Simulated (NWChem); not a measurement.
Molecule: MoNH2SOF; SMILES [NH]=[Mo]([OH])([F])=[S]

```xyz
7

Mo    -0.0039    -0.2101     0.0186
N      0.1998    -0.6221     1.6630
H      0.2848    -0.4164     2.6577
S     -0.0622     1.8961    -0.1255
F     -1.5969    -0.9439    -0.5685
O      1.4628    -0.8537    -0.9265
H      2.1434    -1.4196    -0.5426
```
Atoms are numbered in this order, from 1.

All runs: NWChem. Geometry: optimised at PBE0/def2-SVP (def2 core potentials past Kr).

Problem. Predict the results for PBE0/STO-3G, non-relativistic. Quantities: highest occupied level (eV); orbital gap (eV); dipole (D).

Solution. 
```yaml
highest occupied level (eV): -3.49
orbital gap (eV): 5.41
dipole (D): 2.29
```
